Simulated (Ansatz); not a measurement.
Reactions of C2H7BO2Si (`BC(O)=C(O)[SiH3]`).

Program: Ansatz. Geometries: PBE0-D4/def2-TZVP. ΔE: electronic, gas phase. CBS: MP2 limit from def2 TZ/QZ plus the TZ coupled-cluster correction, frozen cores. This one scheme is used for every species, atoms too. Double bonds are as drawn, so ΔE can hold a change between cis and trans. Functionals use def2-TZVPP. B3LYP here is the variant with VWN-RPA as its local correlation; programs differ in this. No spin–orbit coupling; open shells (•) take unrestricted orbitals. Spin–orbit coupling would lower the free atoms: a little for B, C, O, Si. Each species was taken in one conformer, which may not be the lowest.

| reaction | B3LYP-D4 (eV) | ωB97X-V (eV) | CCSD(T)/CBS(def2) (eV) |
| --- | --- | --- | --- |
| `B/C(O)=C(/O)[SiH3]` + BH₃ → `B/C(O)=C(/B)[SiH3]` + H₂O | -0.74 | -0.69 | -0.81 |
| `B/C(O)=C(/O)[SiH3]` + H–F → `B/C(O)=C(\O)F` + SiH₄ | 0.50 | 0.45 | 0.73 |
| `B/C(O)=C(/O)[SiH3]` → `CB(O)[SiH]1CO1` | -2.14 | -2.29 | -2.26 |
| `B/C(O)=C(/O)[SiH3]` + H₂S → `O/C([SiH3])=C(\O)S` + BH₃ | 0.95 | 0.88 | 0.92 |
| `B/C(O)=C(/O)[SiH3]` → B• + 2 C• + 7 H• + 2 O• + Si• | 50.36 | 50.40 | 50.22 |

Largest T1 diagnostic: 0.015, for `CB(O)[SiH]1CO1`.
